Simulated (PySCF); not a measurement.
**Relaxation of triplet [IrO2]+**

Method: UPBE0 in PySCF with Ir def2-TZVP with ECP60, O def2-TZVP; scalar-relativistic core potentials, no spin–orbit coupling; density-fitted integrals. A (50,194) grid was used.

A hand-made bent start, of C2v symmetry, held to at least that symmetry:

Coordinates in bohr (charge 1 multiplicity 3):
```
Ir    0.0000    0.0000   -0.2598
O     2.6093    0.0000    1.5672
O    -2.6093    0.0000    1.5672
```

Optimiser trace:
```tsv
step	E − E(last) (kJ/mol)	largest gradient (Eh/bohr)
0	27.52	0.04652
1	6.41	0.01612
2	0.75	0.01259
3	0.12	0.00502
4	0.00	0.00015
5	0.00	0.00001
```

It ends at C2v with Ir–O 1.664 Å (×2); O–Ir–O 130.1°. A frequency run shows a minimum. Other isomers or separated fragments may lie lower.

With open d or f shells other occupations or spin states may lie lower. At this level a broken-symmetry Ms = 0 minimum of C2v symmetry lies 21 kJ/mol below this structure. With an element this heavy the missing spin–orbit coupling can shift these numbers.
